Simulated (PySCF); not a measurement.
# Excitation energy of Tc by level of theory

Tc [Kr] 4d5 5s2 (6S) → Tc [Kr] 4d5 5s1 5p1 (8P), as a difference of total energies. Computed with PySCF 2.14 in aug-cc-pVTZ-PP with ECP28MDF, with a scalar-relativistic core potential. Correlated levels: valence: 4s2 4p6 frozen. The calculations carry no spin-orbit coupling.

```csv
method,excitation energy (eV)
UHF,0.769
MP2 (valence),1.803
SCS-MP2 (valence),2.196
CCSD (valence),1.864
CCSD(T) (valence),1.967
```

Problem. How much does correlation contribute at CCSD(T) (valence)?

Solution. 1.967 − (0.769) = 1.198 eV, measured against UHF.

Errors of the correlated levels include the incompleteness of this basis and the frozen core.

For comparison: 2.112 eV (measured; NIST levels, between the centres of gravity of the two terms).
